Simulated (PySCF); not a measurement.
Al(H)(Me)2(SH2), C2H9AlS, singlet at its CAM-B3LYP/def2-SVP optimised geometry (Å):

```
13

Al    -0.7264    -0.5578     0.0000
H     -0.8153    -1.3450    -1.3874
C     -1.0088     1.3894     0.0000
H     -2.0883     1.6127    -0.0661
H     -0.5352     1.8910    -0.8596
H     -0.6468     1.8818     0.9181
C     -1.0390    -1.5821     1.6550
H     -2.1233    -1.7222     1.8117
H     -0.6609    -1.0736     2.5582
H     -0.6003    -2.5937     1.6305
S      1.9196    -0.5578     0.0000
H      2.1428    -0.3306     1.3121
H      2.0883    -1.8910     0.1245
```

Method: CAM-B3LYP/def2-TZVP in PySCF.

Map of the deformation density (molecule minus spherical neutral atoms) (e/bohr³) on the plane z = 0.8 Å:

```
|000000000000000000000000000|
|000000000000000000000000000|
|000000000000000000000000000|
|000000000000000000000000000|
|000000000000000000000000000|
|000000000000000000000000000|
|000000000000000000000000000|
|000000000025100000000000000|
|000000000159300000000000000|
|000000000024200000000000000|
|000000000011100000000000000|
|000000000011100000000000000|
|000000000000000000000000000|
|000000000000000000122000000|
|000000000000000001363100000|
|000000000122100000232000000|
|000000001243200000000000000|
|000000001243200000000000000|
|000000000122100000000000000|
|000000000001000000000000000|
|000000000000000000000000000|
|000000000000000000000000000|
|000000000000000000000000000|
|000000000000000000000000000|
|000000000000000000000000000|
|000000000000000000000000000|
|000000000000000000000000000|
```
Scale: ten equal steps from -0.009 (start of '0') to 0.098 (end of '9'), in the order '0123456789'; x runs from -4.50 to 4.50, y from -4.50 (bottom) to 4.50 (top).
